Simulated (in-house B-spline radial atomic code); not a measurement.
Values are calculated unless marked as measured or tabulated.
# Stopping and range of 20 keV Xe in Si

The pair potential comes from two frozen, spherical free-atom densities (PBE, B-spline radial code, scalar-relativistic past argon): electrostatics plus the change in Thomas-Fermi kinetic and Dirac exchange energy where they overlap, the recipe behind the universal ZBL potential, which averages such potentials (from solid-state densities) over many pairs. It is written V = (Z1 Z2 e²/r) φ(r/a), with e² = 14.3996 eV·Å and a = 0.46850 Å/(Z1^0.23 + Z2^0.23); ZBL's fit is φ = 0.18175 e^(−3.1998x) + 0.50986 e^(−0.94229x) + 0.28022 e^(−0.4029x) + 0.02817 e^(−0.20162x). Where φ falls below 4e-4 it is continued as an exponential.

The target is taken as amorphous, with density 2.329 g/cm³ (NSM archive of the Ioffe Institute); channelling is ignored. Masses: Xe 131.29, Si 28.09 u. Nuclear stopping is S_n = 4π a Z1 Z2 e² M1/(M1 + M2) × s_n(ε), with s_n integrated over impact parameters for each pair. Electronic stopping is Lindhard and Scharff's S_e = Z1^(1/6) 8π e² a0 Z1 Z2/(Z1^(2/3) + Z2^(2/3))^(3/2) × v/v0, with a0 = 0.529177 Å and v = v0 at 24.801 keV/u; it misses the oscillations with Z1 seen in experiment, which reach tens of per cent. Compounds add by atom fraction.

```csv
target atom,a (Å),ε at this energy,"s_n, this pair","s_n, ZBL potential"
Si,0.10800,0.03497,0.2602,0.2499
```

**Question.** What are the atom density and the stopping powers at entry?

**Answer.** N = 2.329 × 0.602214/28.09 = 0.04993 atoms/Å³. For Si: S_n = 12170 × 0.2602 = 3167 eV·Å², S_e = 1.7316 × √20000 = 244.9 eV·Å². Averaged over the target's atoms and times N × 10 Å/nm, the ion loses N S_n = 1580 eV/nm to recoils and N S_e = 122 eV/nm to electrons; the nuclear share is 93 %.

Along the track:

```tsv
E (keV)	N S_n (eV/nm)	N S_e (eV/nm)
1	478	27.3
3	799	47.4
6	1060	67
10	1280	86.5
15	1450	106
20	1580	122
```

**Question.** Estimate the path length and the projected range.

**Answer.** With continuous slowing down the path is the integral of dE/(N (S_n + S_e)). Trapezoids over the table give 16 nm, and the stretch below the first row, with stopping taken as √E, adds 2E/(N S) = 4 nm: 20 nm in all, against 19.8 nm on a fine grid from 5 eV. Deflections shorten the depth: to first order in the energy passed on, N (S_n + S_e) dR_p/dE = 1 − N S_n (M2/M1) R_p/(2E), summed over the target's atoms, and integrating this on the fine grid gives R_p = 16.7 nm, 0.84 of the path. Lindhard's rule of thumb R/(1 + M2/3M1), with mean M2/M1 = 0.21, gives 18.5 nm. On the ZBL potential the same equation gives 17.4 nm, and the full integral equation, which keeps hard collisions, 17.6 nm.
